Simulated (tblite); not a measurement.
Compound: C₂H₁₄FPSi₄.
Atom-mapped SMILES: `[F:1][Si@@H:2]([CH2:3][CH2:4][SiH3:5])[P:6]([SiH3:7])[SiH3:8]` (hydrogens: H9 on Si2; H10, H11 on C3; H12, H13 on C4; H14, H15, H16 on Si5; H17, H18, H19 on Si7; H20, H21, H22 on Si8)

Structure optimised with GFN2-xTB, isolated species.

Problem. What internal coordinates does the optimisation give?

Solution. 
| bond | length (Å) |
| --- | --- |
| F1–Si2 | 1.618 |
| Si2–C3 | 1.898 |
| C3–C4 | 1.529 |
| C4–Si5 | 1.904 |
| Si2–P6 | 2.219 |
| P6–Si7, P6–Si8 | 2.227 |
| Si2–H9 | 1.464 |
| C3–H10 | 1.094 |
| C3–H11 | 1.091 |
| C4–H12 | 1.094 |
| C4–H13 | 1.094 |
| Si5–H14, Si5–H15, Si5–H16 | 1.464 |
| Si7–H17 and 5 like bonds | 1.463 |

Bonds in one row agree within 0.01 Å and their mean is given. A selection of angles:
| angle | degrees |
| --- | --- |
| F1–Si2–C3 | 109.2 |
| F1–Si2–P6 | 106.4 |
| C3–Si2–P6 | 111.1 |
| Si2–C3–C4 | 114.4 |
| C3–C4–Si5 | 114.0 |
| Si2–P6–Si7 | 99.9 |
| Si7–P6–Si8 | 103.0 |

Dihedral angles: F1–Si2–C3–C4 86° (synclinal); Si2–C3–C4–Si5 -70° (synclinal); F1–Si2–P6–Si7 168° (antiperiplanar).

P6 (three-coordinate phosphorus) is pyramidal (angles 103.0°, 100.3° and 99.9°, sum 303.1°, 1.01 Å off the plane of its three neighbours). Of the pairs four or more bonds apart, P6···H12 is among the closest relative to their van der Waals radii: 2.91 Å, 97 % of the sum of Bondi's values. Si5 (SiH3 silicon) is tetrahedral (angles from 107.7° to 111.2°). Si7 (SiH3 silicon) is distorted tetrahedral (angles from 106.7° to 113.7°). Si2 (fluorine-bound silicon) is distorted tetrahedral (angles from 101.2° to 116.4°).

Point group: C1 (no symmetry element, even within 0.4 Å). Its GFN2-xTB frequencies are all real (lowest 28 cm⁻¹). One conformer, not necessarily the lowest.

Hardware: Arm Neoverse N1, one thread, no GPU, on a shared host. Cost: 3.5 s wall. These figures are those of the optimisation.

These are computed values.
